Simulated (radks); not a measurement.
Results of a calculation; reference values are marked as such.
Task: Level of theory: scalar-relativistic Kohn-Sham, LB94 model potential, spin-polarised, spherical densities, finite nucleus; open shells are filled with parallel spins first (spin-orbit coupling, left out, can overturn this in heavy ions); Fermi nuclear charge, rms radius of each element as measured or else 0.836 A^(1/3) + 0.57 fm (a radial shooting solver on a logarithmic mesh with Libxc functionals). Response by self-consistent Sternheimer equations with the Hartree and adiabatic LDA kernel, the relativistic mass of each level held fixed and spin-orbit coupling left out. For heavy and open-shell atoms this level of theory can miss by tens of per cent. Rank Rh6+, Rh5+, Rh+, Rh2+, Rh, Rh4+, Rh3+ (NIST ground configurations) by static dipole polarisability, largest first.

Result: Rh 39.89, Rh+ 12.12, Rh2+ 7.210, Rh3+ 4.769, Rh4+ 3.379, Rh5+ 2.495, Rh6+ 1.907 bohr^3.
